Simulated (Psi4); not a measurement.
C$_{3}$H$_{6}$O, charge +1, doublet, geometry from GFN2-xTB (a state made from the parent by changing its charge; the spin is typed, not shown lowest); MP2/STO-3G in Psi4.

Psi4 was given this input:
```
memory 2 GB

molecule mol {
1 2
C    -1.185976   -0.144413   -0.713737
C    -0.012713   -0.003753    0.242234
C     1.255795    0.165764   -0.577458
O    -0.075849   -0.023178    1.413201
H    -1.302585   -1.216449   -0.902094
H    -1.036215    0.370900   -1.659441
H    -2.069112    0.238182   -0.193805
H     2.088288   -0.171099    0.047009
H     1.229215   -0.377623   -1.519424
H     1.354563    1.235928   -0.784094
}

set {
  basis sto-3g
  reference uhf
  freeze_core true
  mp2_type conv
  scf_type pk
  puream true
  d_convergence 1e-8
}

energy('mp2')
print_variables()
```

Predict the main parts of the log of this Psi4 run.


```
   => Loading Basis Set <=

    Name: STO-3G
    Role: ORBITAL
    Keyword: BASIS

         ---------------------------------------------------------
                                   SCF
               by Justin Turney, Rob Parrish, Andy Simmonett
                          and Daniel G. A. Smith
                              UHF Reference
         ---------------------------------------------------------

  ==> Geometry <==

    Molecular point group: c1
    Full point group: C1

    Geometry (in Angstrom), charge = 1, multiplicity = 2:

       Center              X                  Y                   Z               Mass
    ------------   -----------------  -----------------  -----------------  -----------------
         C           -1.181467094811    -0.143050356181    -0.799286119956    12.000000000000
         C           -0.008204094811    -0.002390356181     0.156684880044    12.000000000000
         C            1.260303905189     0.167126643819    -0.663007119956    12.000000000000
         O           -0.071340094811    -0.021815356181     1.327651880044    15.994914619570
         H           -1.298076094811    -1.215086356181    -0.987643119956     1.007825032230
         H           -1.031706094811     0.372262643819    -1.744990119956     1.007825032230
         H           -2.064603094811     0.239544643819    -0.279354119956     1.007825032230
         H            2.092796905189    -0.169736356181    -0.038540119956     1.007825032230
         H            1.233723905189    -0.376260356181    -1.604973119956     1.007825032230
         H            1.359071905189     1.237290643819    -0.869643119956     1.007825032230

  Running in c1 symmetry.

  Rotational constants: A =      0.32353  B =      0.30784  C =      0.16776 [cm^-1]
  Rotational constants: A =   9699.27070  B =   9228.75599  C =   5029.18845 [MHz]
  Nuclear repulsion =  120.603793220255881

  Charge       = 1
  Multiplicity = 2
  Electrons    = 31
  Nalpha       = 16
  Nbeta        = 15

  ==> Algorithm <==

  SCF Algorithm Type is PK.
  DIIS enabled.
  MOM disabled.
  Fractional occupation disabled.
  Guess Type is SAD.
  Energy threshold   = 1.00e-08
  Density threshold  = 1.00e-08
  Integral threshold = 1.00e-12

  ==> Primary Basis <==

  Basis Set: STO-3G
    Blend: STO-3G
    Number of shells: 18
    Number of basis functions: 26
    Number of Cartesian functions: 26
    Spherical Harmonics?: true
    Max angular momentum: 1

  ==> Integral Setup <==

  Using in-core PK algorithm.
   Calculation information:
      Number of atoms:                  10
      Number of AO shells:              18
      Number of primitives:             54
      Number of atomic orbitals:        26
      Number of basis functions:        26

      Integral cutoff                 1.00e-12
      Number of threads:                 1

  Performing in-core PK
  Using 123552 doubles for integral storage.
  We computed 14191 shell quartets total.
  Whereas there are 14706 unique shell quartets.

  ==> DiskJK: Disk-Based J/K Matrices <==

    J tasked:                  Yes
    K tasked:                  Yes
    wK tasked:                  No
    Schwarz Cutoff:          1E-12

  Minimum eigenvalue in the overlap matrix is 2.0862617906E-01.
  Reciprocal condition number of the overlap matrix is 8.5076930833E-02.
    Using symmetric orthogonalization.

  ==> Pre-Iterations <==

  SCF Guess: Superposition of Atomic Densities via on-the-fly atomic UHF (no occupation information).

   -------------------------
    Irrep   Nso     Nmo
   -------------------------
     A         26      26
   -------------------------
    Total      26      26
   -------------------------

  ==> Iterations <==

                        Total Energy        Delta E     RMS |[F,P]|

   @UHF iter SAD:  -186.49119684524644   -1.86491e+02   0.00000e+00
   @UHF iter   1:  -189.11771434129497   -2.62652e+00   1.81622e-02 DIIS/ADIIS
[...]
  @UHF Final Energy:  -189.29128352629252
    Total Energy =                       -189.2912835262925171
  DIE_IF_NOT_CONVERGED          => (empty)
[...]
  ORTH_TYPE                     => (empty)
  OS_SCALE                      => (empty)
  PARENT_SYMMETRY               => (empty)
  PCG_BETA_TYPE                 => (empty)
  PCG_CONVERGENCE               => (empty)
  PCG_MAXITER                   => (empty)
  PCM                           => (empty)
  PE                            => (empty)
  PRINT                         => (empty)
  PRINT_NOONS                   => (empty)
  PROPERTIES                    => (empty)
  PROPERTIES_ORIGIN             => (empty)
  PUREAM                        => TRUE            !
  QC_MODULE                     => (empty)
  RAS1                          => (empty)
  RAS2                          => (empty)
  RAS3                          => (empty)
  RAS4                          => (empty)
  RELATIVISTIC                  => (empty)
  RELAXED                       => (empty)
  REMP_A                        => (empty)
  RESTRICTED_DOCC               => (empty)
  RESTRICTED_UOCC               => (empty)
  RMS_MOGRAD_CONVERGENCE        => (empty)
  R_CONVERGENCE                 => (empty)
  SCF_TYPE                      => PK              !
  SCREENING                     => (empty)
  SCS_TYPE                      => (empty)
  SOCC                          => (empty)
  SOS_TYPE                      => (empty)
  SPIN_SCALE_TYPE               => NONE            !
  SS_SCALE                      => (empty)
  SYMMETRIZE                    => (empty)
  TPDM_ABCD_TYPE                => (empty)
  WFN                           => (empty)
  WFN_TYPE                      => OMP2            !
  WRITER_FILE_LABEL             => (empty)
  ZORA_BASIS_TOLERANCE          => (empty)
  ZORA_NR_DEBUG                 => (empty)
  ZORA_PRUNING_SCHEME           => (empty)
  ZORA_RADIAL_POINTS            => (empty)
  ZORA_SPHERICAL_POINTS         => (empty)

 ==============================================================================
 ==============================================================================
 ==============================================================================

                             MP2
                    Program Written by Ugur Bozkaya,
              Additional Contributions by J. P. Misiewicz

 ==============================================================================
 ==============================================================================
 ==============================================================================

	MO spaces per irreps...

	IRREP   FC   AOCC  BOCC  AVIR    BVIR  FV
	==========================================
	   A     4    12    11    10     11     0
	==========================================

	Computing MP2 energy using SCF MOs (Canonical MP2)...
	==============================================================================
	Nuclear Repulsion Energy (a.u.)    :   120.60379322025588
	SCF Energy (a.u.)                  :  -189.29128352629252
	REF Energy (a.u.)                  :  -189.29128352629252
	Alpha-Alpha Contribution (a.u.)    :    -0.01202543789362
	Alpha-Beta Contribution (a.u.)     :    -0.15893243017341
	Beta-Beta Contribution (a.u.)      :    -0.01929115501758
	Scaled_SS Correlation Energy (a.u.):    -0.01043886430373
	Scaled_OS Correlation Energy (a.u.):    -0.19071891620809
	SCS-MP2 Total Energy (a.u.)        :  -189.49244130680435
	SOS-MP2 Total Energy (a.u.)        :  -189.48200244250060
	SCSN-MP2 Total Energy (a.u.)       :  -189.34640072981622
	SCS-MP2-VDW Total Energy (a.u.)    :  -189.51037533337006
	SOS-PI-MP2 Total Energy (a.u.)     :  -189.51378892853529
	MP2 Correlation Energy (a.u.)      :    -0.19024902308461
	MP2 Total Energy (a.u.)            :  -189.48153254937714
	==============================================================================

  Variable Map:
  ----------------------------------------------------------------------------
[...]
  Array Variable Map:
  ----------------------------------------------------------------------------
[...]
[...]
```
